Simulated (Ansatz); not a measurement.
Stepwise reaction of zirconium tetrachloride with hydrogen fluoride, as a gas-phase model of exchange steps in deposition or etching. ΔE in kJ/mol; ΔG adds harmonic PBE0-D4 terms to CCSD(T)/CBS, at 1 bar.

Calculated with Ansatz (gas phase, PBE0-D4/def2-TZVP geometries, no zero-point term in ΔE). CCSD(T)/CBS is the MP2 limit (def2-TZVPP, def2-QZVPP) plus CCSD(T) − MP2 in def2-TZVPP, frozen cores. This one scheme is used for every species. DFT in def2-TZVPP. B3LYP here is the variant with VWN-RPA as its local correlation; programs differ in this. Elements past krypton have def2 core potentials. For Zr outer-core shells are correlated without core-valence functions, which leaves a few kJ/mol of doubt a bond.

```tsv
step	reaction	PBE-D4	B3LYP-D4	ωB97M-V	CCSD(T)/CBS	ΔG(400 K)
1	`[Cl][Zr]([Cl])([Cl])[Cl]` + H–F → `[F][Zr]([Cl])([Cl])[Cl]` + HCl	-20.3	-20.0	-22.7	-10.4	-21.2
2	`[F][Zr]([Cl])([Cl])[Cl]` + H–F → `[F][Zr]([F])([Cl])[Cl]` + HCl	-21.0	-20.9	-23.0	-12.1	-19.7
3	`[F][Zr]([F])([Cl])[Cl]` + H–F → `[F][Zr]([F])([F])[Cl]` + HCl	-21.5	-21.6	-22.8	-13.5	-18.3
4	`[F][Zr]([F])([F])[Cl]` + H–F → `[F][Zr]([F])([F])[F]` + HCl	-21.6	-22.0	-22.2	-14.3	-15.9
```

(1) By hand: ΔE of the 4 steps together at CCSD(T)/CBS.

Results:

(1) (-10.4) + (-12.1) + (-13.5) + (-14.3) = -50.3 kJ/mol, or -12.6 kJ/mol a step.

In ΔE the steps differ by no more than 3.9 kJ/mol. All are downhill at CCSD(T)/CBS. ΔG lies between -21.2 and -15.9 kJ/mol a step. PBE-D4 differs from CCSD(T)/CBS by -9.9 to -7.3 kJ/mol a step. Isolated molecules leave out the surface, adducts and barriers. Largest T1 diagnostic: 0.018.
